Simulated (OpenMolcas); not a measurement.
**Fe3+: effect of the basis set**

| Quantity | Value |
| --- | --- |
| Program | OpenMolcas 26.06 |
| Method | XMS-CASPT2, IPEA 0.25 Eh, imaginary shift 0.1 Eh (closed shells correlated: 3s 3p) |
| Active space | 5 electrons in 5 orbitals (3d) |
| State averaging | 2S+1 = 6 even, 1 root; 2S+1 = 4 even, 24 roots; 2S+1 = 2 even, 75 roots |
| Spin-orbit coupling | state interaction with AMFI integrals over the reference wave functions, term energies averaged over their components |

A. ANO-RCC-VTZP [6s5p3d2f1g], DKH2, point nucleus; CASPT2 step roughly 25 core-seconds
B. ANO-L-VTZP [6s5p3d2f1g], non-relativistic, point nucleus; CASPT2 step roughly 21 core-seconds
C. ANO-RCC-VQZP [7s6p4d3f2g1h], DKH2, point nucleus; CASPT2 step roughly 30 core-seconds

Energies in cm-1 above 3d5 6S 5/2, the measured ground level; measured values from Corliss and Sugar, J. Phys. Chem. Ref. Data 11, 135 (1982).

| Level | A | B | C | Measured |
| --- | --- | --- | --- | --- |
| 3d5 6S 5/2 | 0.0 | 0.0 | 0.0 | 0.0 |
| 3d5 4G 5/2 | 33240 | 33500 | 33090 |  |
| 3d5 4G 7/2 | 33270 | 33530 | 33120 |  |
| 3d5 4G 11/2 | 33280 | 33540 | 33130 | 32246 |
| 3d5 4G 9/2 | 33290 | 33550 | 33140 |  |
| 3d5 4P 5/2 | 36430 | 36620 | 36280 | 35254 |
| 3d5 4P 3/2 | 36500 | 36700 | 36350 | 35333 |
| 3d5 4P 1/2 | 36580 | 36780 | 36430 | 35407 |
| 3d5 4D 7/2 | 39960 | 40200 | 39710 | 38779 |
| 3d5 4D 1/2 | 40050 | 40280 | 39790 | 38897 |
| 3d5 4D 3/2 | 40110 | 40350 | 39850 |  |
| 3d5 4D 5/2 | 40120 | 40360 | 39870 |  |
| 3d5 2I 11/2 | 48860 | 49150 | 48370 |  |
| 3d5 2I 13/2 | 48930 | 49230 | 48450 |  |
| 3d5 2D 5/2(1) [74 %] | 51560 | 51840 | 50990 | 49542 |
| 3d5 2D 3/2(1) | 52080 | 52360 | 51510 | 50051 |
| 3d5 2F 7/2(1) | 53490 | 53820 | 52880 | 51394 |
| 3d5 2F 5/2(1) [62 %] | 54200 | 54540 | 53600 | 52167 |
| 3d5 4F 9/2 | 54530 | 54870 | 54090 | 52621 |
| 3d5 4F 7/2 | 54590 | 54930 | 54140 | 52695 |
| 3d5 4F 3/2 | 54750 | 55090 | 54290 |  |
| 3d5 4F 5/2 | 54760 | 55100 | 54270 |  |
| 3d5 2H 9/2 | 58370 | 58680 | 57800 | 56058 |
| 3d5 2H 11/2 | 58750 | 59050 | 58120 | 56369 |

Deviations, from unrounded energies. A percentage is the sum of absolute deviations over the sum of measured energies, with the sign that they share, or ± where signs differ.

| Against measurement | Levels | A | B | C |
| --- | --- | --- | --- | --- |
| mean absolute deviation (cm-1) | 14 | 1700 | 2000 | 1300 |
| other terms of the ground configuration (%) | 14 | +3.7 | +4.3 | +2.8 |

C lies closest to measurement on these levels and B furthest from it. The largest miss of C in the table is 3d5 2H 11/2, by +1800 cm-1. The ranking rests on the paired levels alone, and a cruder setting can come out closer through cancelling errors.

Among A to C the level of the table that moves most is 3d5 2F 7/2(1), by 940 cm-1 (lowest in C, highest in B). Moves below CASPT2's spread within the term are not significant.

CASPT2 does not keep the components of a term degenerate, so their means are used; among the terms shown or strongly mixed into the levels shown the widest spread is 1300 cm-1 (3d5 2H, C). The CASPT2 spread within a term exceeds the gap to the next term for 3d5 2H and 3d5 2G(1), so the order of their levels is uncertain, and so are names and mixing where such terms share a J (holds for A; C). Computed and measured levels are paired by configuration, term and J; levels that our copy of the source lacks, or whose pairing is in doubt (as where it misses far off the trend of its configuration), stay unpaired and out of the deviations. Only configurations of the active space appear. Levels that lie high or do not pair safely by name in every column are left out.

A share in square brackets marks a mixed level and gives the weight of the term that names it, the lowest over the columns. A number in round brackets counts repeated terms of one configuration in the order of the reference energies.
